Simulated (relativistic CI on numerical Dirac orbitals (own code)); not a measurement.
**Sensitivity of the levels of Pm³⁵⁺ to α and to the nuclear radius**

These numbers are calculated, not measured: Dirac-Coulomb-Breit CI, separate exchange-only KLI orbitals for each configuration, derivatives by finite differences, unscaled Slater integrals, QED left out (own radial code, finite nucleus).

Configuration list (outside the closed core [Ne]): 3s2 3p6 3d8, 3s2 3p5 3d9, 3s2 3p4 3d10, 3s 3p6 3d9, 3p6 3d10, 3s 3p5 3d10, 3s2 3p6 3d7 4s, 3s2 3p6 3d7 4p. Levels of other configurations are missing.

With x = (α/α₀)² − 1 an excitation energy changes as ω = ω₀ + qx; K = 2q/ω₀ is the relative enhancement. Terms are leading LS components, so labels can repeat. The field-shift factor is F = δν/δ⟨r²⟩ for the transition from the lowest level.

Lowest level 3s2 3p6 3d8 3F_4.

```tsv
Level	ω₀ (cm⁻¹)	q (cm⁻¹)	F (GHz/fm²)
3s2 3p6 3d8 1D_2	56037	-41.69	-0.0117
3s2 3p6 3d8 3P_0	165739	21360	0.648
3s2 3p6 3d8 3F_3	194945	205800	2.74
3s2 3p6 3d8 3P_2	251432	210500	2.91
3s2 3p6 3d8 3P_1	284338	210400	3.02
3s2 3p6 3d8 1G_4	294022	197700	2.97
3s2 3p6 3d8 3F_2	433882	410400	5.43
3s2 3p6 3d8 1S_0	590201	402100	5.77
3s2 3p5 3d9 3F°_4	2427728	267900	11.7
3s2 3p5 3d9 1D°_2	2486974	280600	11.6
3s2 3p5 3d9 3D°_3	2580386	302700	12.5
3s2 3p5 3d9 3P°_1	2652207	297600	9.53
3s2 3p5 3d9 3D°_2	2728258	474200	14.4
3s2 3p5 3d9 3P°_0	2766760	484300	14.1
3s2 3p5 3d9 3F°_3	2786491	483000	12.1
3s2 3p5 3d9 3D°_1	2789188	469400	13.6
3s2 3p5 3d9 3P°_2	3515550	1.381e+06	-50.9
3s2 3p5 3d9 1F°_3	3581125	1.348e+06	-47.7
3s2 3p5 3d9 3F°_2	3614345	1.58e+06	-47.2
3s2 3p5 3d9 3D°_1	3815579	1.594e+06	-50.3
3s 3p6 3d9 3D_3	4892773	1.546e+06	-1740
3s 3p6 3d9 1D_2	4898488	1.31e+06	-1310
3s 3p6 3d9 3D_2	5041328	1.239e+06	-1020
```

At this charge energies of transitions that change n are usually good to better than 1 %, and those within a shell (Δn = 0) to a few per cent. Terms inside the open d or f shell come out 10 to 20 % too wide with unscaled integrals.

(1) Which transition from the lowest level has the largest |K|?

Answers

(1) 3s2 3p6 3d8 3F_3 at 194945 cm⁻¹, K = 2.11.
